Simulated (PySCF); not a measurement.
C3H9ClSi, SMILES C[Si](C)(C)Cl. Geometry: PBE-D3(BJ)/def2-SVP. The isomer is the one that the SMILES or the coordinates give; other isomers of the formula were not compared.

Computed equilibrium geometry at PBE-D3(BJ)/def2-SVP (PySCF confirms it by a frequency run) as a Z-matrix, and its point group:
point group C3v.
```
Si
C 1 1.8817
H 2 1.1085 1 110.94
H 2 1.1085 3 108.05 1 121.82
H 2 1.1101 3 108.18 4 116.90
C 1 1.8817 2 111.43 3 177.48
H 6 1.1085 1 110.94 2 -57.36
H 6 1.1085 7 108.05 1 121.82
H 6 1.1101 7 108.18 8 116.90
C 1 1.8817 2 111.43 3 -57.36
H 10 1.1085 1 110.94 2 177.48
H 10 1.1085 11 108.05 1 121.82
H 10 1.1101 11 108.18 12 116.90
Cl 1 2.1084 2 107.43 3 60.06
```
